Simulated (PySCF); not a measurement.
Several species in one continuum solvent.

All values: PBE0/pcSseg-1 (PySCF, non-relativistic), each on one gas-phase PBE0-D3(BJ)/def2-SVP geometry that isn't relaxed in the solvent. The solvent is an IEF-PCM continuum (van der Waals radii × 1.2). The model holds no explicit solvent molecules, cavitation or dispersion.

Task: Order them by E(solvent) − E(gas) in methanol (ε = 32.61), most negative first (kcal/mol).
A. `[NH2:1][C:2](=[O:3])[SiH2:4][OH:5]` with N1–C2–Si4–O5 180°, C2–Si4–O5–H 0°
B. `[O:1]=[CH:2][NH:3][SiH2:4][OH:5]` with O1–C2–N3–Si4 0°, C2–N3–Si4–O5 -1°, N3–Si4–O5–H 1°
C. `Cc1ncccn1` (2-methylpyrimidine)

Result: A (-9.3), B (-8.0), C (-5.6).

```json
{"SMILES": "NC(=O)[SiH2]O", "charge": "0", "ΔE (kcal/mol)": "-9.3", "polarisation term (kcal/mol)": "-10.9", "HOMO shift (eV)": "+0.05", "dipole gas (D)": "4.32", "dipole solvent (D)": "5.49", "atoms": "10"}
{"SMILES": "O=CN[SiH2]O", "charge": "0", "ΔE (kcal/mol)": "-8.0", "polarisation term (kcal/mol)": "-9.6", "HOMO shift (eV)": "+0.13", "dipole gas (D)": "4.22", "dipole solvent (D)": "5.37", "atoms": "10"}
{"SMILES": "Cc1ncccn1", "charge": "0", "ΔE (kcal/mol)": "-5.6", "polarisation term (kcal/mol)": "-6.5", "HOMO shift (eV)": "-0.19", "dipole gas (D)": "1.70", "dipole solvent (D)": "2.42", "atoms": "13"}
```

The polarisation term is half the interaction of the solute with the induced surface charges.
